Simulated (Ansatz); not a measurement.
Basis-set extrapolation for C$_{2}$H$_{5}$NSi, SMILES `C[SiH2]C#N` (PBE0-D4/def2-TZVP geometry, frozen core, the Gaussian-basis code of Ansatz). Multiplicity 1, RHF reference.

```tsv
	def2-TZVPP	def2-QZVPP
HF	-422.105597	-422.120254
MP2 correlation	-0.636609	-0.678960
CCSD(T) correlation	-0.699001	not run
```

Energies in hartree. Use E(X) = E(∞) + A·exp(−7.88·√X) for Hartree–Fock and E(X) = E(∞) + B·X^(−2.97) for correlation, with X = 3 and 4, and add CCSD(T) minus MP2 of the smaller set to the MP2 limit.

Problem. What is the CCSD(T) energy at the basis-set limit?

Solution. HF limit: -422.120254 + (-0.014657) × 0.13774 = -422.12227. MP2 limit: -0.678960 + (-0.042351) × 0.74074 = -0.71033. Higher-order term: -0.699001 − (-0.636609) = -0.06239. Total: -422.89499 hartree, 2.46 eV below CCSD(T)/def2-TZVPP.
